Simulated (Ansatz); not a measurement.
Program: Ansatz 0.2.0.

A structure relaxed at PBE0-D4/def2-TZVP, charge 0, multiplicity 1:

```json
{"atom": "B1", "x (Å)": "-1.023", "y (Å)": "0.306", "z (Å)": "1.018"}
{"atom": "C2", "x (Å)": "-0.375", "y (Å)": "-0.777", "z (Å)": "0.173"}
{"atom": "F3", "x (Å)": "-1.173", "y (Å)": "-1.422", "z (Å)": "-0.765"}
{"atom": "Si4", "x (Å)": "0.954", "y (Å)": "0.283", "z (Å)": "-0.764"}
{"atom": "H5", "x (Å)": "-0.355", "y (Å)": "0.797", "z (Å)": "1.883"}
{"atom": "H6", "x (Å)": "-2.105", "y (Å)": "0.737", "z (Å)": "0.760"}
{"atom": "H7", "x (Å)": "0.223", "y (Å)": "-1.525", "z (Å)": "0.708"}
{"atom": "H8", "x (Å)": "1.284", "y (Å)": "-0.459", "z (Å)": "-2.004"}
{"atom": "H9", "x (Å)": "2.146", "y (Å)": "0.433", "z (Å)": "0.105"}
{"atom": "H10", "x (Å)": "0.423", "y (Å)": "1.626", "z (Å)": "-1.114"}
```

(1) Give its formula and SMILES.

(2) Summarise the bond lengths by kind.

Answers

(1) CH6BFSi, `BC(F)[SiH3]`.

(2) 1 × B–C 1.519 Å; 2 × B–H 1.193 to 1.198 Å; 1 × C–F 1.391 Å; 1 × C–Si 1.941 Å; 1 × C–H 1.096 Å; 3 × H–Si 1.482 to 1.486 Å.
